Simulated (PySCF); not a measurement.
## A ladder of Hamiltonians for In⁴⁷⁺ (indium, charge +47)

Occupied: 1s1/2. Hartree-Fock calculated with PySCF 2.14 in an even-tempered Gaussian basis (16 s from 8.5 bohr⁻², ratio 2.7; 12 p from 10 bohr⁻², ratio 2.7), Gaussian nucleus throughout. NR is non-relativistic, sf-X2C the spin-free one-electron X2C Hamiltonian, X2C adds the bare one-electron spin-orbit term, X2C-SNSO screens it by Boettger's factors, DC is four-component Dirac-Coulomb, and the Gaunt and Breit terms are added at first order (total energies over the DC spinors, levels after relaxing the spinors in that mean field). QED terms are absent. Levels marked empty are virtual spinors of this ion.

| level (eV) | NR | sf-X2C | X2C | X2C-SNSO |
| --- | --- | --- | --- | --- |
| 1s1/2 | -31837.5 | -32890.1 | -32890.1 | -32890.1 |
| 2s1/2 (empty) | -7642.3 | -7958.9 | -7958.9 | -7958.9 |
| 2p1/2 (empty) | -7551.5 | -7683.2 | -7860.7 | -7856.8 |
| 2p3/2 (empty) | -7551.5 | -7683.2 | -7603.3 | -7604.9 |
| 3s1/2 (empty) | -3365.3 | -3477.0 | -3477.0 | -3477.0 |

Where do the four-component calculations put these levels?

1s1/2: DC -32911.2, DC+Gaunt -32868.1, DC+Breit -32868.1; 2s1/2 (empty): DC -7961.0, DC+Gaunt -7956.3, DC+Breit -7956.9; 2p1/2 (empty): DC -7855.4, DC+Gaunt -7845.6, DC+Breit -7847.1; 2p3/2 (empty): DC -7606.5, DC+Gaunt -7601.5, DC+Breit -7603.0; 3s1/2 (empty): DC -3477.7, DC+Gaunt -3476.3, DC+Breit -3476.5 (eV).

```tsv
Hamiltonian	E (hartree)	E − E(DC) (hartree)	CPU seconds
NR	-2370.4132	80.4587	0.29
sf-X2C	-2450.0893	0.7825	0.17
X2C	-2450.0893	0.7825	0.17
X2C-SNSO	-2450.0893	0.7825	0.17
DC	-2450.8719	0.0000	3
DC+Gaunt	-2449.2734	1.5984	4.9
DC+Breit	-2449.2734	1.5984	44
```

Weight of the small component: 1s1/2 0.0326, 2s1/2 0.00782, 2p1/2 0.00777, 2p3/2 0.00752, 3s1/2 0.00344.

Koopmans' value for the highest occupied level at DC+Breit: 32868.1 eV, against an ionisation energy of 32837.6 eV (theoretical estimate listed by NIST; NIST Atomic Spectra Database, ionization energies); the former lacks relaxation, correlation, QED and recoil.

The whole ladder took 53 s of wall time on 1 thread of Neoverse-N1 (shared host), launched as `OMP_NUM_THREADS=1 python relrun2.py TASK.json OUT` (a driver that calls PySCF for each Hamiltonian).

Dirac-Coulomb iterations, started from the X2C spinors:

```
with_ssss True, with_gaunt False, with_breit False
light speed = 137.03599967994
init E= -2439.38582035611
cycle= 1 E= -2450.87181634995  delta_E= -11.5  |g|= 0.818  |ddm|= 0.0386
cycle= 2 E= -2450.8718635327  delta_E= -4.72e-05  |g|= 0.00185  |ddm|= 0.000178
cycle= 3 E= -2450.87186353321  delta_E= -5.07e-10  |g|= 4.06e-06  |ddm|= 1.39e-06
```
